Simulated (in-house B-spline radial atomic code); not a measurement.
Atomic self-consistent-field run: K⁸⁺. Computed with a radial B-spline atomic code at the basis-set limit: non-relativistic B97-1, spin-polarised, spherical fractional occupations, exact exchange averaged over the configuration, point nucleus.

Command:
```bash
python run_scf.py task.json out
```
Settings:
```
Z                19
configuration    [Ne] 3s1
hamiltonian      nr
method           b97_1
spin_polarised   True
exact_exchange   averaged over the configuration
```

Output (hartree, bohr):
```
 radial grid: 41 intervals, B-splines of order 8, outer radius 7.931 bohr

 iter        energy (Eh)    residual
    1        -569.592605    1.11e+00
    2        -577.392788    3.05e-01
    3        -577.889459    1.13e-01
    4        -577.963196    4.14e-02
    5        -577.974430    1.12e-02
    6        -577.975261    2.51e-04
    7        -577.975261    1.39e-05
    8        -577.975261    9.86e-08

 total energy                      -577.97526
 kinetic                             577.5118
 electron-nucleus                  -1300.3689
 Hartree                             173.8353
 exact exchange                       -5.9989
 exchange-correlation                -22.9546

 orbital      occ     eigenvalue          <r>       <r^2>       <1/r>     <1/r^2>       r_max
 1s up      1.000      -136.2301    0.0814888  0.00891744     18.5488     693.782     0.05351
 1s down    1.000      -136.2066    0.0814957  0.00891878     18.5471     693.659     0.05352
 2s up      1.000       -19.2502     0.384847    0.174969     3.81367     59.8373      0.3182
 2s down    1.000       -19.2195     0.385115    0.175165     3.80961     59.7019      0.3185
 2p up      3.000       -16.6196     0.345747    0.147426     3.73232     19.2734      0.2615
 2p down    3.000       -16.5984     0.345649    0.147253     3.73234     19.2726      0.2616
 3s up      1.000        -6.1866      1.06306     1.28175     1.32726      10.828      0.9777
```

Run time, properties included: 0.12 s on 1 thread of Intel(R) Xeon(R) Platinum 8375C CPU @ 2.90GHz, with other jobs on the host.
